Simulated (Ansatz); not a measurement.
Species: HgCl$_{2}$, net charge -1, doublet state. The spin state was set by rule; other spins were not relaxed. 
Coordinates optimised at B3LYP-D3(BJ)/def2-TZVP (Ansatz, a quantum-chemistry and plane-wave program):
```
Hg
Cl 1 2.6355
Cl 1 2.6355 2 140.77
```
Charge -1, spin multiplicity 2.

Basis-set convergence of Hartree-Fock and CCSD(T) correlation energies (hartree) with Ansatz. Cores are frozen in the correlated levels unless marked. Open shells are spin-unrestricted. No spin-orbit coupling. Frozen are the shells of the preceding noble gas and the d and f shells that filled before the atom's block. Past Kr the def2 sets carry scalar-relativistic core potentials.

```tsv
basis	functions	E(HF)	E(corr, CCSD(T))
def2-SVPD	89	-1071.36664	-0.61800
def2-TZVPPD	164	(withheld)	(withheld)
```

Question: Complete the blanks.

Answer: 
- def2-TZVPPD, E(HF): -1071.66638
- def2-TZVPPD, E(corr, CCSD(T)): -0.84976
